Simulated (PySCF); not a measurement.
# Reading the logs of faulty runs: BH5NOSi

Calculated results; nothing here was measured. The program is PySCF 2.14.0, an open-source quantum chemistry code, run on an isolated molecule that a program drew, which may never have been made. The molecule is BH5NOSi (charge 0, doublet), drawn as the SMILES string `BO[SiH]N`.

Each row is a Hartree-Fock (HF) and frozen-core CCSD(T) single point in the cc-pV(D+d)Z basis, meant for a local HF minimum. Run 1 is clean. Each other run has one planted mistake out of seven kinds, and not every kind appears here: one electron removed, one electron added, multiplicity raised by two, geometry at a saddle point, minimal basis STO-3G, one bond length entered in bohr, all coordinates scaled. The reference is restricted for singlets and unrestricted otherwise, and also for a bond in bohr. Adding or removing an electron swaps singlet and doublet. Electrons count all cores. HOMO and LUMO are orbital energies over both spins, the gradient is its largest component, and the lowest frequency (negative if imaginary) is given only where the gradient is small. Bond lengths are over the 8 bonds as drawn. T1 is the CCSD diagnostic: over 0.02 (restricted) or 0.045 (unrestricted) a single reference is doubtful.

Geometry of the clean run:
```xyz
9
BH5NOSi, angstrom
B    -2.2266   -1.6158   -0.2999
O    -1.3443   -0.6070   -0.1652
Si    0.3001   -0.4693    0.0605
N     0.9370    0.0630   -1.4355
H    -3.3773   -1.3445   -0.5174
H    -1.8677   -2.7625   -0.1992
H     0.4567    0.4666    1.2052
H     1.9274    0.1016   -1.5817
H     0.4629    0.7728   -1.9645
```

| run | electrons | basis functions | <S^2> | HOMO (eV) | LUMO (eV) | gradient (hartree/bohr) | lowest frequency (cm^-1) | mean bond (Å) | longest bond (Å) | T1 | HF (hartree) | CCSD(T) (hartree) | mistake |
|---|---|---|---|---|---|---|---|---|---|---|---|---|---|
| 1 | 39 | 90 | 0.754 | -8.83 | 2.04 | 2.8e-06 | 33 | 1.3280 | 1.711 | 0.0157 | -445.91307 | -446.48410 | no fault |
| 2 | 39 | 29 | 0.752 | -6.29 | 5.85 | 3.9e-02 | - | 1.3280 | 1.711 | 0.0202 | -440.49711 | -440.69748 | minimal basis STO-3G |
| 3 | 40 | 90 | 0.000 | 0.12 | 7.80 | 8.7e-02 | - | 1.3280 | 1.711 | 0.0157 | -445.87062 | -446.47484 | ? |
| 4 | 38 | 90 | 0.000 | -16.62 | -6.89 | 8.2e-02 | - | 1.3280 | 1.711 | 0.0242 | -445.62273 | -446.19848 | ? |

**Which mistake was planted in run 3, and what did it cost?**

It counts 40 electrons, one more than the clean run, at the same geometry and basis. So the mistake is: one electron added. Subtracting run 1 and multiplying by 627.51 kcal/mol a hartree, the energy moved by 26.6 kcal/mol in HF and 5.8 kcal/mol in CCSD(T).

**Which mistake was planted in run 4, and what did it cost?**

It counts 38 electrons, one fewer than the clean run, at the same geometry and basis. So the mistake is: one electron removed. Subtracting run 1 and multiplying by 627.51 kcal/mol a hartree, the energy moved by 182.2 kcal/mol in HF and 179.2 kcal/mol in CCSD(T).

Cautions from the logs. Run 3: the HOMO is above zero, so the electron isn't bound and the energy depends on the basis; run 4: T1 is over the limit, so its CCSD(T) energy is less reliable.
